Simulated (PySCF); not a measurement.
In(F)2(SiH3) (F2H3InSi), SMILES [F][In]([F])[SiH3].

Geometry: r2SCAN-D4/def2-SVP. The def2 effective core potentials stand for the cores of In; spin–orbit coupling is left out.

Calculation: TDA-LC-ωPBE/def2-SVPD in PySCF 2.14.0.

Vertical excitations. Isolated molecule, no solvent.

```
state  energy (eV)  λ (nm)      f                                                                 main pairs
-----  -----------  ------  -----  -------------------------------------------------------------------------
S1            6.28     197  0.084                                                             HOMO→LUMO 95 %
S2            7.00     177  0.659                                                           HOMO→LUMO+1 86 %
S3            7.45     166  0.017                                       HOMO→LUMO+2 47 %, HOMO−1→LUMO+1 37 %
S4            7.61     163  0.000                                                           HOMO−1→LUMO 92 %
S5            7.67     162  0.000                                                         HOMO−2→LUMO+1 80 %
S6            7.69     161  0.081                     HOMO−2→LUMO 32 %, HOMO−1→LUMO+1 32 %, HOMO→LUMO+2 23 %
S7            8.00     155  0.033                                       HOMO−3→LUMO+1 64 %, HOMO−4→LUMO 12 %
S8            8.05     154  0.041                                                         HOMO−4→LUMO+1 70 %
S9            8.13     153  0.054  HOMO−2→LUMO 41 %, HOMO→LUMO+2 17 %, HOMO−7→LUMO+1 11 %, HOMO−5→LUMO+1 8 %
S10           8.15     152  0.032                                                           HOMO−4→LUMO 76 %
T1            5.19     239      0                                                             HOMO→LUMO 92 %
T2            5.40     230      0                                                           HOMO→LUMO+1 85 %
T3            6.46     192      0                                                           HOMO→LUMO+2 85 %
T4            7.08     175      0                                                         HOMO−1→LUMO+1 78 %
```
Triplets are in the Tamm–Dancoff approximation.
